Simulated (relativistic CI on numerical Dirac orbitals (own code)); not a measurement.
**F2+: what numerical and physical settings do to a radial Dirac CI calculation**

Reference input:

```
atom F  Z=9  charge=2  electrons=7
nucleus A=19  rms_radius_fm=2.8976
hamiltonian dirac-coulomb  breit=on  qed=on  c_scale=1
orbitals kli  potential=per-configuration
slater_scale 1
correlation none
mixing on
grid step=0.0125 r_max=24.9
scf mixing=0.4 start=green max_iterations=150 tolerance=2e-08 node_fill=0.05
configurations
  [He] 2s2 2p3
  [He] 2s 2p4
end
```

Computed lowest total energy -97.67949 Ha, first excitation 37340.8 cm⁻¹, 20 SCF steps. Runs with settings changed; * marks those that are bad on purpose (the QED terms keep the true α when c is scaled):

| Changed | Outcome | Lowest level | ΔE (Ha) | First excitation (cm⁻¹) | SCF steps | Message |
| --- | --- | --- | --- | --- | --- | --- |
| node fill of the KLI weights 0.01, iteration limit 30, QED terms off | converged | 2s2 2p3 4S°_3/2 | -0.00754 | 37385.3 | 20 |  |
| QED terms off, start potential previous | converged | 2s2 2p3 4S°_3/2 | -0.00739 | 37340.8 | 18 |  |
| speed of light × 2, QED terms off, grid step 0.006 | converged | 2s2 2p3 4S°_3/2 | 0.0543 | 37365.8 | 20 |  |
| Slater scale 0.6 | converged | 2s2 2p3 4S°_3/2 | 0.0681 | 22394.5 | 20 |  |
| SCF tolerance 1e-14 * | converged | 2s2 2p3 4S°_3/2 | 2.03e-11 | 37340.8 | 33 |  |
| nuclear radius 2897.6 fm * | converged | 2s2 2p3 4S°_3/2 | 11 | 38208.2 | 19 |  |

With so few configurations and no correlation, terms lie too far apart (by 10 to 50 % near neutrality), their order can be wrong, and levels of other configurations are missing.
